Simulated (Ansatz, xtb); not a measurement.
**C2H4Ca: which of two structures lies lower**

Structure X: a singlet given by its coordinates. Structure Y: the triplet with the links of `[CH2]1[CH2][Ca]1`. Both are isolated molecules in the gas phase, relaxed with PBE0-D3(BJ)/def2-SVP.

X (Å):

```xyz
7

C    -0.6401    0.3321    1.2297
C     0.6366   -0.0945    1.2135
Ca   -0.6487    0.2850   -1.0767
H    -1.0627    0.4946    2.2318
H     1.2827   -0.2915    2.0837
H     1.1957   -0.3013    0.2644
H     0.7214   -0.1985   -2.4927
```

Close contacts (Å): C1–C2 1.35, C1–Ca3 2.31, C2–Ca3 2.65, C1–H4 1.10, C2–H5 1.10, C2–H6 1.12, Ca3–H6 2.35, Ca3–H7 2.03.

Y (Å):

```
atom    x (Å)    y (Å)    z (Å)
   C   0.8938  -0.0388   0.7565
   C  -0.2223   0.0874  -0.1113
  Ca  -1.1161   0.2427   2.2211
   H   1.3418  -1.0233   0.9428
   H   1.5739   0.8089   0.9101
   H  -0.6445  -0.7988  -0.6022
   H  -0.4127   1.0335  -0.6343
```

Question: Estimate E(Y) − E(X) at the level CCSD(T)/def2-TZVPP.

Answer: Calculated at CCSD(T)/def2-TZVPP: E(Y) − E(X) = +6.85 kJ/mol, so structure X lies lower.

The same difference at several levels:

| level | geometry | E(Y) − E(X) (kJ/mol) | departure from the last row (kJ/mol) | job, with rough time for the two |
| --- | --- | --- | --- | --- |
| PBE0-D3(BJ)/def2-SVP | PBE0-D3(BJ)/def2-SVP | −18.41 | −25.27 | optimisation, 2.1 min |
| HF/def2-TZVPP | PBE0-D3(BJ)/def2-SVP | −36.89 | −43.75 | part of the CCSD(T) run |
| MP2/def2-TZVPP | PBE0-D3(BJ)/def2-SVP | −5.05 | −11.90 | part of the CCSD(T) run |
| CCSD(T)/def2-TZVPP | PBE0-D3(BJ)/def2-SVP | +6.85 |  | single point, 6.8 min |

PBE0-D3(BJ)/def2-SVP, HF/def2-TZVPP, MP2/def2-TZVPP put the two in the other order. The largest departure from CCSD(T)/def2-TZVPP is that of HF/def2-TZVPP, 43.75 kJ/mol. Levels run at GFN2-xTB geometries aren't shown. The triplet state of Y needn't be its ground state.

With harmonic frequencies from PBE0-D3(BJ)/def2-SVP (ideal gas, rigid rotor, one conformer each, 200 K, 1 atm): on the last row, ΔE + ΔZPE = +23.59, ΔH = +21.89, ΔG = +24.58 kJ/mol.

Open shells are spin-unrestricted. The correlated steps freeze 7 core orbitals; the last core shell of Ca is correlated, in a basis made for valence electrons. ΔG holds the spin degeneracy. Programs: Ansatz 0.2.0; the last row on 1 thread of Intel(R) Xeon(R) Platinum 8375C CPU @ 2.90GHz (Ice Lake) on a shared host.
